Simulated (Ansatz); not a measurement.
Job for Ansatz (a program for electronic structure): R-B3LYP/def2-TZVPP on CH4STe (SMILES CS[TeH]), a point of a torsion scan. Elements past Kr take the def2 small-core potentials; no spin–orbit coupling.

Ansatz 0.2 input:
```yaml
crystal:
  periodic: [false, false, false]
  atoms:
    - {symbol: C, position_ang: [-1.09572378, -0.10544569, 0.04897468]}
    - {symbol: S, position_ang: [0.39253670, 0.46147097, -0.83258287]}
    - {symbol: Te, position_ang: [-0.46699393, 2.09239900, -2.34444250]}
    - {symbol: H, position_ang: [-1.80348844, -0.52778585, -0.65678948]}
    - {symbol: H, position_ang: [-1.54129918, 0.72060127, 0.59397117]}
    - {symbol: H, position_ang: [-0.76162069, -0.86946857, 0.74304011]}
    - {symbol: H, position_ang: [-0.83115354, 0.97846466, -3.50874373]}
basis:
  gaussian:
    orbitals: def2-TZVPP
hamiltonian:
  xc: {name: B3LYP}
scf: {lower_state_search: off}
```

Problem. What total energy does the run end on?

Solution. -706.8756 hartree.
